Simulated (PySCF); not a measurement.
PySCF input file for Bi(F)2(Et) (C2H5BiF2), SMILES [CH2]([Bi]([F])[F])C, PBE-D3(BJ)/def2-SVP. Geometry optimised at PBE-D3(BJ)/def2-SVP. The structure was generated by enumeration; whether it is a known compound was not checked. The def2 effective core potentials stand for the cores of Bi; spin–orbit coupling is left out. Other conformers were not sampled.

```python
import numpy as np
from pyscf import gto, scf, dft, df
from pyscf.hessian import thermo

mol = gto.M(
    atom='''
    Bi    0.45309756   -0.18568472   -0.00000000
    F     0.05302164    1.13148818   -1.53722826
    F     0.05302164    1.13148814    1.53722830
    C    -1.72455093   -0.91518023   -0.00000002
    C    -2.64737001    0.29859509    0.00000001
    H    -1.84588710   -1.55634536    0.89895334
    H    -1.84588710   -1.55634533   -0.89895340
    H    -2.46062734    0.92894066   -0.89240994
    H    -2.46062734    0.92894062    0.89240998
    H    -3.71693205   -0.00063526    0.00000000
    ''',
    basis='def2-SVP',
    ecp={'Bi': 'def2-svp'},
    charge=0,
    spin=0,
    max_memory=1600,
    verbose=3,
)
mf = dft.RKS(mol, xc='pbe').density_fit(auxbasis='def2-universal-jkfit')
mf.disp = 'd3bj'
mf.grids.level = 3
mf.conv_tol = 1e-11
mf.max_cycle = 100
mf.kernel()

# [left out here: the lines that compute and print the analytic Hessian (its translational invariance restored by hand, since the grid's response is missing), thermochemistry and intensities]
```

Program output:

```
converged SCF energy = -493.095113675911

WARN: DFTD3 does not support analytical Hessian, using finite difference


WARN: Mole.unit (angstrom) is changed to Bohr

Mode                                 0                   1                   2
Irrep
Freq [cm^-1]                       58.0294            132.1433            135.7019
Reduced mass [au]                   2.5242              2.9625              7.0786
Force const [Dyne/A]                0.0050              0.0305              0.0768
Char temp [K]                      83.4914            190.1248            195.2448
Normal mode                   x     y     z       x     y     z       x     y     z
       0  Bi                -0.00  0.00  0.00   -0.00 -0.00  0.01   -0.01 -0.00 -0.00
       1   F                 0.07 -0.03 -0.04   -0.11 -0.04  0.00    0.10  0.07  0.04
       2   F                -0.07  0.03 -0.04    0.11  0.04  0.00    0.10  0.07 -0.04
       3   C                -0.00  0.00 -0.09   -0.00 -0.00 -0.12   -0.01 -0.03  0.00
       4   C                -0.00 -0.00  0.16   -0.00 -0.00 -0.04   -0.09 -0.09  0.00
       5   H                 0.01 -0.18 -0.22   -0.08 -0.13 -0.22    0.03 -0.04 -0.00
       6   H                -0.01  0.18 -0.22    0.08  0.13 -0.22    0.03 -0.04  0.00
       7   H                -0.04  0.15  0.25    0.13  0.14  0.09   -0.14 -0.08  0.00
       8   H                 0.04 -0.15  0.25   -0.13 -0.14  0.09   -0.14 -0.08 -0.00
       9   H                -0.00 -0.00  0.14   -0.00 -0.00 -0.24   -0.07 -0.17  0.00
Mode                                 3                   4                   5
Irrep
Freq [cm^-1]                      166.0637            239.3152            251.6933
Reduced mass [au]                  13.9170              1.1657              3.9708
Force const [Dyne/A]                0.2261              0.0393              0.1482
Char temp [K]                     238.9286            344.3212            362.1306
Normal mode                   x     y     z       x     y     z       x     y     z
       0  Bi                -0.01  0.02  0.00    0.00 -0.00 -0.01    0.03 -0.01  0.00
       1   F                 0.06 -0.08 -0.11    0.03  0.01 -0.01   -0.04 -0.01  0.01
       2   F                 0.06 -0.08  0.11   -0.03 -0.01 -0.01   -0.04 -0.01 -0.01
       3   C                -0.01  0.01 -0.00   -0.00  0.00  0.09   -0.06  0.10 -0.00
       4   C                -0.05 -0.03 -0.00   -0.00  0.00  0.01   -0.18  0.02 -0.00
       5   H                 0.01  0.00 -0.00   -0.00  0.04  0.12   -0.05  0.09 -0.01
       6   H                 0.01  0.00  0.00    0.00 -0.04  0.12   -0.05  0.09  0.01
       7   H                -0.08 -0.02 -0.00    0.39  0.22  0.24   -0.26  0.04 -0.00
       8   H                -0.08 -0.02  0.00   -0.39 -0.22  0.24   -0.26  0.04  0.00
       9   H                -0.04 -0.07 -0.00   -0.00 -0.00 -0.55   -0.14 -0.12  0.00
Mode                                 6                   7                   8
Irrep
Freq [cm^-1]                      434.0650            544.2352            552.2977
Reduced mass [au]                   3.4805             19.8867             20.3878
Force const [Dyne/A]                0.3864              3.4705              3.6641
Char temp [K]                     624.5229            783.0334            794.6334
Normal mode                   x     y     z       x     y     z       x     y     z
       0  Bi                -0.01 -0.01 -0.00   -0.00  0.00 -0.02    0.01 -0.02 -0.00
       1   F                -0.01  0.00 -0.00    0.03 -0.10  0.12   -0.03  0.10 -0.11
       2   F                -0.01  0.00  0.00   -0.03  0.10  0.12   -0.03  0.10  0.11
       3   C                 0.20  0.14  0.00   -0.00  0.00 -0.00   -0.01 -0.00 -0.00
       4   C                 0.02 -0.01 -0.00    0.00 -0.00 -0.00   -0.01 -0.00 -0.00
       5   H                 0.25  0.11 -0.01    0.01  0.02  0.01   -0.00 -0.00  0.00
       6   H                 0.25  0.11  0.01   -0.01 -0.02  0.01   -0.00 -0.00 -0.00
       7   H                -0.10  0.02 -0.00    0.00  0.02  0.01    0.00 -0.00  0.00
       8   H                -0.10  0.02  0.00   -0.00 -0.02  0.01    0.00 -0.00 -0.00
       9   H                 0.08 -0.23  0.00    0.00 -0.00 -0.02   -0.01 -0.00 -0.00
Mode                                 9                  10                  11
Irrep
Freq [cm^-1]                      653.3004            896.7335            921.0776
Reduced mass [au]                   1.2200              1.0724              1.1508
Force const [Dyne/A]                0.3068              0.5081              0.5753
Char temp [K]                     939.9538           1290.1999           1325.2257
Normal mode                   x     y     z       x     y     z       x     y     z
       0  Bi                -0.00  0.00  0.00   -0.00 -0.00 -0.00    0.00 -0.00 -0.00
       1   F                -0.01 -0.00 -0.00    0.00  0.00 -0.00   -0.00 -0.00  0.00
       2   F                 0.01  0.00 -0.00   -0.00 -0.00 -0.00   -0.00 -0.00 -0.00
       3   C                 0.00  0.00 -0.12    0.00  0.00  0.04    0.01 -0.01  0.00
       4   C                -0.00  0.00 -0.00   -0.00 -0.00 -0.06   -0.10  0.00  0.00
       5   H                 0.28  0.44  0.23   -0.50  0.11  0.04    0.44 -0.08  0.01
       6   H                -0.28 -0.44  0.23    0.50 -0.11  0.04    0.44 -0.08 -0.01
       7   H                -0.09  0.22  0.13   -0.20  0.33  0.14    0.24 -0.03  0.04
       8   H                 0.09 -0.22  0.13    0.20 -0.33  0.14    0.24 -0.03 -0.04
       9   H                -0.00 -0.00  0.06   -0.00  0.00  0.23   -0.25  0.53 -0.00
Mode                                12                  13                  14
Irrep
Freq [cm^-1]                     1024.0217           1136.7307           1191.8600
Reduced mass [au]                   3.5708              1.4239              1.3103
Force const [Dyne/A]                2.2061              1.0840              1.0966
Char temp [K]                    1473.3392           1635.5024           1714.8212
Normal mode                   x     y     z       x     y     z       x     y     z
       0  Bi                -0.00  0.00 -0.00   -0.00  0.00 -0.00    0.00  0.00  0.00
       1   F                 0.00  0.00 -0.00    0.00  0.00 -0.00   -0.00 -0.00 -0.00
       2   F                 0.00  0.00  0.00    0.00  0.00  0.00    0.00  0.00 -0.00
       3   C                 0.11 -0.16 -0.00    0.13  0.03 -0.00    0.00 -0.00  0.09
       4   C                -0.07  0.15  0.00   -0.07 -0.06  0.00   -0.00  0.00 -0.12
       5   H                -0.02 -0.16 -0.02   -0.47  0.00 -0.09    0.38 -0.29 -0.07
       6   H                -0.02 -0.16  0.02   -0.47  0.00  0.09   -0.38  0.29 -0.07
       7   H                -0.22  0.18 -0.01    0.19 -0.03  0.07   -0.10  0.31  0.08
       8   H                -0.22  0.18  0.01    0.19 -0.03 -0.07    0.10 -0.31  0.08
       9   H                -0.01 -0.04  0.00   -0.17  0.33 -0.00   -0.00 -0.00  0.24
Mode                                15                  16                  17
Irrep
Freq [cm^-1]                     1333.3229           1379.9418           1411.3844
Reduced mass [au]                   1.1974              1.1246              1.0316
Force const [Dyne/A]                1.2541              1.2618              1.2107
Char temp [K]                    1918.3548           1985.4290           2030.6679
Normal mode                   x     y     z       x     y     z       x     y     z
       0  Bi                 0.00 -0.00 -0.00    0.00  0.00  0.00   -0.00 -0.00 -0.00
       1   F                -0.00  0.00 -0.00   -0.00 -0.00 -0.00    0.00 -0.00  0.00
       2   F                -0.00  0.00  0.00   -0.00 -0.00  0.00   -0.00  0.00  0.00
       3   C                -0.00 -0.02  0.00   -0.02  0.08 -0.00    0.00  0.00 -0.02
       4   C                 0.08 -0.09 -0.00    0.04 -0.02  0.00    0.00  0.00 -0.04
       5   H                 0.01  0.14  0.10    0.01 -0.51 -0.39   -0.04  0.05  0.01
       6   H                 0.01  0.14 -0.10    0.01 -0.51  0.39    0.04 -0.05  0.01
       7   H                -0.39  0.27  0.14   -0.13  0.07  0.02    0.50 -0.05  0.04
       8   H                -0.39  0.27 -0.14   -0.13  0.07 -0.02   -0.50  0.05  0.04
       9   H                -0.11  0.50  0.00    0.01  0.08 -0.00   -0.00  0.00  0.67
Mode                                18                  19                  20
Irrep
Freq [cm^-1]                     1433.7925           2964.5150           2979.3292
Reduced mass [au]                   1.0451              1.0372              1.0579
Force const [Dyne/A]                1.2658              5.3708              5.5328
Char temp [K]                    2062.9082           4265.2770           4286.5914
Normal mode                   x     y     z       x     y     z       x     y     z
       0  Bi                -0.00 -0.00  0.00   -0.00 -0.00 -0.00   -0.00 -0.00 -0.00
       1   F                -0.00  0.00  0.00   -0.00  0.00  0.00    0.00  0.00 -0.00
       2   F                -0.00  0.00 -0.00   -0.00  0.00 -0.00    0.00  0.00  0.00
       3   C                 0.02  0.00  0.00   -0.00 -0.00  0.00   -0.01 -0.06 -0.00
       4   C                 0.03  0.04  0.00    0.04 -0.03  0.00   -0.00  0.01 -0.00
       5   H                -0.03  0.02  0.00    0.00  0.03 -0.04    0.07  0.38 -0.56
       6   H                -0.03  0.02 -0.00    0.00  0.03  0.04    0.07  0.38  0.56
       7   H                -0.24 -0.45 -0.39    0.09  0.27 -0.39   -0.01 -0.04  0.06
       8   H                -0.24 -0.45  0.39    0.09  0.27  0.39   -0.01 -0.04 -0.06
       9   H                -0.07  0.33 -0.00   -0.67 -0.20 -0.00    0.00  0.00  0.00
Mode                                21                  22                  23
Irrep
Freq [cm^-1]                     3042.2675           3052.0907           3073.5748
Reduced mass [au]                   1.1057              1.1021              1.1039
Force const [Dyne/A]                6.0293              6.0488              6.1442
Char temp [K]                    4377.1456           4391.2790           4422.1898
Normal mode                   x     y     z       x     y     z       x     y     z
       0  Bi                 0.00 -0.00 -0.00    0.00 -0.00 -0.00   -0.00  0.00  0.00
       1   F                -0.00 -0.00  0.00   -0.00  0.00  0.00   -0.00  0.00 -0.00
       2   F                 0.00  0.00  0.00   -0.00  0.00 -0.00    0.00 -0.00 -0.00
       3   C                -0.00  0.00 -0.09   -0.00 -0.00  0.00    0.00  0.00  0.02
       4   C                -0.00 -0.00  0.02   -0.06 -0.06  0.00    0.00  0.00  0.09
       5   H                -0.07 -0.38  0.52    0.01  0.03 -0.04    0.02  0.10 -0.14
       6   H                 0.07  0.38  0.52    0.01  0.03  0.04   -0.02 -0.10 -0.14
       7   H                 0.03  0.10 -0.14    0.07  0.27 -0.40    0.11  0.37 -0.52
       8   H                -0.03 -0.10 -0.14    0.07  0.27  0.40   -0.11 -0.37 -0.52
       9   H                 0.00  0.00  0.01    0.63  0.18  0.00   -0.00 -0.00  0.01
temperature 298.1500 [K]
pressure 101325.00 [Pa]
Rotational constants [GHz] 3.03692 1.90142 1.77061
Symmetry number 1
Zero-point energy (ZPE) 0.06608 [Eh]   173503.305 [J/mol]
                           tot       elec      trans        rot        vib
Entropy [J/mol/K]       375.433      0.000    178.843    116.498     80.092
Cv [J/mol/K]            100.560      0.000     12.472     12.472     75.617
Cp [J/mol/K]            108.875      0.000     20.786     12.472     75.617
Internal energy [J/mol]                      3718.434   3718.434 186010.611
Internal energy [Eh]   -493.02143  -493.09511
Enthalpy [J/mol]                             6197.391   3718.434 186010.611
Enthalpy [Eh]          -493.02049
Gibbs free energy [J/mol]                  -47124.796 -31015.318 162131.220
Gibbs free energy [Eh] -493.06312
mode   freq/cm-1   IR/(km/mol)
   1       58.03         0.746
   2      132.14         0.012
   3      135.70        10.238
   4      166.06         7.633
   5      239.32         0.015
   6      251.69         5.395
   7      434.07        12.754
   8      544.24        53.867
   9      552.30        36.102
  10      653.30         6.904
  11      896.73         1.131
  12      921.08        10.462
  13     1024.02         3.630
  14     1136.73        25.369
  15     1191.86         0.559
  16     1333.32         3.432
  17     1379.94         0.595
  18     1411.38         9.331
  19     1433.79         4.474
  20     2964.51        30.239
  21     2979.33        16.349
  22     3042.27         7.362
  23     3052.09         6.951
  24     3073.57         7.718
max |gradient| / (hartree/bohr): 0.00012082767237639659
APT charges: [ 1.1899 -0.5229 -0.5229 -0.0257 -0.0592 -0.047  -0.047   0.0281  0.0281
 -0.0213]
```

The calculation finished and met its thresholds.

Cost: roughly 100 core-seconds.
